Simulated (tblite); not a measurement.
Species: C₂H₂BrFSi.
Atom-mapped SMILES: `[CH:1]#[C:2][Si@H:3]([F:4])[Br:5]` (hydrogens: H6 on C1; H7 on Si3)

Computed with GFN2-xTB (tblite), gas phase: L-BFGS steps from a force-field or distance-geometry start until the largest atomic force falls under 0.01 eV/Å.

Step 1: E = -431.9437 eV
```
atom  x, y, z in Å  |  force x, y, z in eV/Å
C1      2.0047    0.1525   -0.2157    2.206   0.260  -0.344
C2      0.8353    0.0309   -0.0563   -2.227  -0.314   0.278
Si3    -0.9950   -0.1734    0.2304    0.437   0.134   0.231
F4     -1.4601   -1.6028   -0.3389    0.052   0.293   0.087
Br5    -2.0725    1.3929   -0.9135    0.080  -0.194   0.055
H6      3.0550    0.2699   -0.3756   -0.576  -0.064   0.098
H7     -1.3641   -0.0651    1.6425    0.028  -0.115  -0.405
```

Step 2: E = -431.9717 eV
```
atom  x, y, z in Å  |  force x, y, z in eV/Å
C1      2.0107    0.1535   -0.2171    0.088   0.034  -0.044
C2      0.8255    0.0286   -0.0556   -0.139  -0.085  -0.002
Si3    -0.9889   -0.1699    0.2369    0.138  -0.017  -0.016
F4     -1.4599   -1.5998   -0.3382    0.085   0.366   0.127
Br5    -2.0714    1.3901   -0.9128    0.082  -0.182   0.059
H6      3.0506    0.2695   -0.3747   -0.227  -0.025   0.039
H7     -1.3633   -0.0670    1.6344   -0.027  -0.091  -0.162
```

Task: Estimate the geometry and energy of step 3. (The exact step hangs on the optimiser's Hessian estimate; all steps are aligned on step 2, rigid shifts and turns removed.)

Result: E = -431.9770 eV, largest force 0.264 eV/Å
```
atom  x, y, z in Å  |  force x, y, z in eV/Å
C1      2.0098    0.1540   -0.2177   -0.172   0.002  -0.002
C2      0.8237    0.0268   -0.0559    0.123  -0.049  -0.033
Si3    -0.9845   -0.1688    0.2393    0.062   0.036  -0.087
F4     -1.4585   -1.5928   -0.3359    0.053   0.245   0.082
Br5    -2.0697    1.3861   -0.9116    0.071  -0.152   0.044
H6      3.0459    0.2690   -0.3739   -0.083  -0.008   0.013
H7     -1.3634   -0.0692    1.6286   -0.054  -0.074  -0.017
```

The energy changes by -0.0053 eV. The first-order estimate −F·Δx gives -0.0071 eV and the mean of the old and new forces, exact on a quadratic surface, -0.0053 eV. The step makes an angle of 24° with the force vector and moves no atom by more than 0.007 Å.

The cost below is that of the whole relaxation. The run took 0.2 s of wall time on Arm Neoverse N1, one thread (shared host).
